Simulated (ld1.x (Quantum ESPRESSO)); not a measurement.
# Before and after: TM potential for Pt

- Element: Pt (Z = 78)
- Generator: ld1.x (Quantum ESPRESSO) 7.5
- Type: norm-conserving Troullier–Martins (Kleinman–Bylander form)
- Functional: PBE
- Relativity: scalar-relativistic
- Frozen core: [Kr] 4d10 4f14 5s2
- Valence charge: 16
- Reference configuration: 5p6 5d8 6s0 6p0 (charge +2)
- Partial waves: 6s (bound, empty): rc 1.70 bohr; 5p (bound): rc 1.00 bohr; 5d (bound): rc 2.10 bohr; 5f channel at -0.15 Ry: rc 2.20 bohr
- Local potential: all-electron potential smoothed inside 1.35 bohr (lloc = -1)
- Core correction: a·sin(br)/r model core inside 0.85 bohr

Change: all radii but the core radius scaled by about 1.16 (s 1.98, p 1.16, d 2.44, f 2.56 bohr); local potential all-electron potential smoothed inside 1.58 bohr (lloc = -1).

Cutoffs: the cutoffs (Ry, on a coarse ladder) from which the occupation-weighted sum of valence levels, in a spherical-Bessel basis at the reference potential, stays within 10 and 1 mRy of its value at 400 Ry; they do not see the model core or the augmentation charge, which bear on the density cutoff. Errors are all-electron minus pseudo energies relative to the spin-unpolarised reference configuration.

Problem. What does the change do?

Solution. The potential gets neither clearly harder nor softer (140 Ry and 230 Ry → 140 Ry and 200 Ry); the bound ghosts move from s to d, s; of the 7 tests that both files solve, the error grows in 5 and shrinks in 2 by more than 15 % and 0.3 meV (median size 8.0 → 14.3 meV).

```csv
quantity,base,changed
"cutoff, loose",140 Ry,140 Ry
"cutoff, tight",230 Ry,200 Ry
bound ghosts,s,"d, s"
"error for 5p6 5d9 6s1 6p0, meV [ΔE -29.16 eV]",+13,+0.1
"error for 5p6 5d9 6s0 6p0, meV [ΔE -19.97 eV]",+1.0,-14
"error for 5p6 5d7 6s0 6p0, meV [ΔE 32.22 eV]",-11,-35
"error for 5p6 5d9 6s0 6p1, meV [ΔE -24.11 eV]",+19,-82
"error for 5p6 5d8 6s1 6p0, meV [ΔE -17.99 eV]",+1.8,-3.3
"error for 5p6 5d9 6s0.5 6p0, meV [ΔE -25.47 eV]",+8.0,-5.2
"error for 5p6 5d8 6s2 6p0, meV [ΔE -28.15 eV]",-1.1,-18
```

 A true bound ghost makes a file unfit for plane-wave use even where its test errors are small: the radial tests pick states by their node count and pass the ghost by.
